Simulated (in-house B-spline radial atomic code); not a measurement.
Ionising S⁵⁺ with different functionals

Computed with a radial B-spline atomic code at the basis-set limit: four-component Dirac-Coulomb Hamiltonian, Fermi nucleus of rms radius 3.2611 fm, spin-restricted, spherical fractional occupations for the functionals, and exact exchange of hybrids averaged over the configuration. The ionisation energy is the difference of two self-consistent energies, [Ne] 3s1 → [He] 2s2 2p6, without Breit or QED terms; ε is the level of the shell that loses the electron (mean over j).

```json
{"method": "BHandHLYP", "rung": "global hybrid", "ΔSCF (eV)": "88.65", "-ε(3s) (eV)": "84.71"}
{"method": "B97-1", "rung": "global hybrid", "ΔSCF (eV)": "88.01", "-ε(3s) (eV)": "82.19"}
{"method": "LC-wPBE", "rung": "range-separated hybrid", "ΔSCF (eV)": "?", "-ε(3s) (eV)": "?"}
{"method": "CAM-B3LYP", "rung": "range-separated hybrid", "ΔSCF (eV)": "?", "-ε(3s) (eV)": "?"}
```

Question: What does CAM-B3LYP give?

Answer: ΔSCF 88.67 eV, and -ε(3s) = 84.44 eV.

Question: What does LC-wPBE give?

Answer: ΔSCF 88.08 eV, and -ε(3s) = 85.49 eV.

Question: Among the functionals, which spreads more, the ΔSCF values or the orbital energies?

Answer: The orbital energies: ΔSCF values span about 0.66 eV and the orbital energies 3.31 eV; here energy differences depend much less on the functional than eigenvalues do.

Question: How do they compare with the NIST value?

Answer: NIST lists 88.053 eV (measured, ground level to ground level). Errors run from -0.04 to +0.62 eV; LC-wPBE is closest (+0.03 eV), but part of that can be cancellation, since the calculations leave out Breit-QED terms, spin polarisation.
